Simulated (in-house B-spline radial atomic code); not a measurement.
Orbital energies and mean radii along the 4-electron series, configuration [He] 2s2. The effective charge is n√(-2ε), a non-relativistic measure. Computed with an all-electron radial atomic-structure program (B-spline basis): non-relativistic Hartree-Fock, average of the configuration, point nuclei.

This level leaves out relativity, spin-orbit splitting included, which matters for heavy ions.

```
  ion   Z  energy of 1s (Eh)  mean radius of 1s (bohr)  energy of 2s (Eh)  mean radius of 2s (bohr)  effective charge of 1s
Ga27+  31            -449.55                   0.04902             -103.6                   0.20359                  29.985
Ge28+  32            -480.02                  0.047469            -110.92                    0.1969                  30.985
As29+  33             -511.5                  0.046013             -118.5                   0.19064                  31.984
Se30+  34                  ?                         ?                  ?                         ?                       ?
Br31+  35            -577.45                  0.043354             -134.4                   0.17925                  33.984
Kr32+  36                  ?                         ?                  ?                         ?                       ?
Rb33+  37            -647.41                  0.040985            -151.31                   0.16914                  35.984
Sr34+  38                  ?                         ?                  ?                         ?                       ?
Zr36+  40            -759.84                   0.03788            -178.54                   0.15594                  38.983
Nb37+  41            -799.32                  0.036947            -188.11                   0.15199                  39.983
Mo38+  42            -839.79                  0.036059            -197.94                   0.14824                  40.983
Tc39+  43            -881.27                  0.035212            -208.02                   0.14466                  41.983
Ru40+  44            -923.75                  0.034405            -218.34                   0.14125                  42.983
Rh41+  45            -967.22                  0.033633            -228.92                   0.13801                  43.982
Pd42+  46            -1011.7                  0.032896            -239.75                    0.1349                  44.982
Ag43+  47           -1057.18                   0.03219            -250.82                   0.13193                  45.982
Cd44+  48           -1103.66                  0.031513            -262.15                    0.1291                  46.982
In45+  49           -1151.13                  0.030865            -273.73                   0.12638                  47.982
Sn46+  50           -1199.61                  0.030243            -285.55                   0.12377                  48.982
```

Fill in the row of Se30+.

energy of 1s (Eh): -543.98; mean radius of 1s (bohr): 0.044644; energy of 2s (Eh): -126.33; mean radius of 2s (bohr): 0.18477; effective charge of 1s: 32.984.

Fill in the row of Kr32+.

energy of 1s (Eh): -611.93; mean radius of 1s (bohr): 0.042136; energy of 2s (Eh): -142.73; mean radius of 2s (bohr): 0.17405; effective charge of 1s: 34.984.

Fill in the row of Sr34+.

energy of 1s (Eh): -683.89; mean radius of 1s (bohr): 0.039895; energy of 2s (Eh): -160.13; mean radius of 2s (bohr): 0.1645; effective charge of 1s: 36.983.

How does the screening of 1s change?

Z less the effective charge goes from 1.02 at Z = 31 to 1.02 at Z = 50.
